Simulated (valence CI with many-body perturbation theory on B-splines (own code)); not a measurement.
# Sensitivity of CI+MBPT for Dy51+

Computed by configuration interaction combined with many-body perturbation theory (CI+MBPT): five valence electrons over a frozen Dirac-Fock core [Ne], radial functions for each j: 6 s, 6 p, 5 d, 3 f, 1 g, with the one-electron correlation potential Σ1 (screened to all orders), the two-electron term Σ2, the three-electron term Σ3, Breit, model QED; selected single and double excitations, second order for the rest, scaled by the run's own slope (own B-spline code, finite nucleus).

No measured spectrum was set against this ion. As an estimate, large intervals hold to a few tenths of a per cent, small ones and those within an open d or f shell to about a per cent. Among the levels kept, up to 680 cm⁻¹ of a level comes from second order outside the variational space, and about a tenth of that is noise between levels of different J, which matters for small intervals.

The reference run has the lowest level (3s^2 3p1/2^2 3p3/2) J=3/2 and an ionisation energy of 4631.84 eV. Its largest variational space holds 9999 state functions.

Levels are named by their leading jj configuration (3d3/2^4 stands for four electrons in 3d with j = 3/2), which in mixed levels can hold well under half, so a name can repeat and another be missing. Letters in brackets count levels of one name in rising energy.

Changed runs:
A. scale of Σ1 1 → 0; core polarisation of operators on → off
B. three-electron term on → off
C. selection threshold (hartree) 2e-08 → 2e-07
D. box radius (bohr) 1.6209 → 0.25 (bad on purpose)

Excitation energies of the reference run in cm⁻¹, and shifts in cm⁻¹:

| Level | Reference | A | B | C |
| --- | --- | --- | --- | --- |
| (3s^2 3p1/2 3p3/2^2) J=3/2 | 1564740 | -1082 | -209 | 0 |
| (3s^2 3p1/2^2 3d3/2) J=3/2 | 1597430 | +1835 | +992 | 0 |
| (3s^2 3p1/2 3p3/2^2) J=5/2 | 1648940 | -1086 | +8.6 | 0 |
| (3s^2 3p1/2 3p3/2^2) J=1/2 | 1755250 | -1094 | +256 | +0.9 |
| (3s^2 3p1/2^2 3d5/2) J=5/2 | 2061700 | +868 | +1312 | 0 |
| (3s 3p1/2^2 3p3/2^2) J=5/2 | 2742530 | +866 | -838 | 0 |
| (3s 3p1/2^2 3p3/2^2) J=3/2 | 2953630 | +833 | -581 | 0 |
| (3s 3p1/2^2 3p3/2^2) J=1/2 | 2958310 | +839 | -574 | 0 |
| (3s^2 3p1/2 3p3/2 3d3/2) J=5/2 [a] | 3148010 | +750 | +569 | 0 |
| (3s^2 3p1/2 3p3/2 3d3/2) J=3/2 [a] | 3167680 | +761 | +608 | 0 |
| (3s^2 3p1/2 3p3/2 3d3/2) J=1/2 [a] | 3168670 | +745 | +598 | 0 |
| (3s^2 3p1/2 3p3/2 3d3/2) J=7/2 | 3233820 | +723 | +906 | 0 |
| Ionisation energy (eV) | 4631.84 | -0.94 | +0.45 | +0.0001 |

Run D: It gave no result. The program said: "need at least one array to concatenate".
